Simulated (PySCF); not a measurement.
Be(NH2)(NMe2) (C₂H₈BeN₂), SMILES [N](C)(C)[Be][NH2].

Geometry: PBE0-D3(BJ)/def2-SVP. Other conformers were not sampled.

These are TDA-PBE/def2-SVPD in PySCF values and carry that method's errors.

Vertical excitations. The molecule is in vacuum. State labels are in the subgroup C2v.

```csv
state,symmetry,energy (eV),λ (nm),f,main pairs
S1,B1,4.26,291,0.007,HOMO→LUMO 100 %
S2,A2,5.01,247,0.000,HOMO→LUMO+2 100 %
S3,B1,5.05,246,0.009,HOMO→LUMO+3 100 %
S4,A1,5.20,238,0.068,HOMO→LUMO+1 92 %
S5,B2,5.29,234,0.077,HOMO−1→LUMO 100 %
S6,A2,5.86,212,0.000,HOMO−1→LUMO+1 100 %
S7,B2,5.96,208,0.001,HOMO−1→LUMO+3 100 %
S8,B1,6.32,196,0.065,HOMO→LUMO+5 99 %
S9,A1,6.33,196,0.004,HOMO−1→LUMO+2 84 %
S10,A2,6.41,193,0.000,HOMO→LUMO+6 99 %
T1,B1,4.14,299,0,HOMO→LUMO 99 %
T2,A1,4.66,266,0,HOMO→LUMO+1 97 %
T3,A2,4.95,251,0,HOMO→LUMO+2 99 %
T4,B2,4.96,250,0,HOMO−1→LUMO 100 %
```
Triplets are in the Tamm–Dancoff approximation.
